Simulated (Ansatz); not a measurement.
Consider the cleavage of the Si–Al bond: `CO[CH2][AlH][SiH3]` + `FBN[SiH3]` → `FBN([SiH3])[SiH3]` + `CO[CH2][AlH2]`.

Program: Ansatz. Geometries: PBE0-D4/def2-TZVP. ΔE: electronic, gas phase. CCSD(T)/CBS adds triple-zeta CCSD(T) − MP2 to the extrapolated MP2 energy (def2 sets, frozen cores). DFT in def2-TZVPP. B3LYP here is the variant with VWN-RPA as its local correlation; programs differ in this. One conformer a species, not always the lowest.

```
             species  B3LYP-D4 energy (Eh)
`CO[CH2][AlH][SiH3]`            -688.87525
         `FBN[SiH3]`            -472.19095
 `FBN([SiH3])[SiH3]`            -762.93860
     `CO[CH2][AlH2]`            -398.14256
```

**Question.** Work out ΔE.

**Answer.** ΔE = (-762.93860) + (-398.14256) − (-688.87525) − (-472.19095) = -0.01496 Eh = -39.3 kJ/mol. CCSD(T)/CBS gives -43.3 kJ/mol.

Largest T1 diagnostic among the species: 0.012.

The D4 term adds −3.4 kJ/mol with B3LYP and −1.4 kJ/mol with PBE0; it sums over pairs of atoms, weighted by their polarisabilities, and B3LYP, whose exchange is more repulsive, gets the larger term. In def2-TZVPP, CCSD(T) changes the Hartree–Fock value by +14.9 kJ/mol (the triples alone add +1.7 kJ/mol) and MP2 by +4.4 kJ/mol. From PBE to PBE0 (25 % exact exchange), in def2-TZVPP and without D4, ΔE moves by −8.2 kJ/mol.
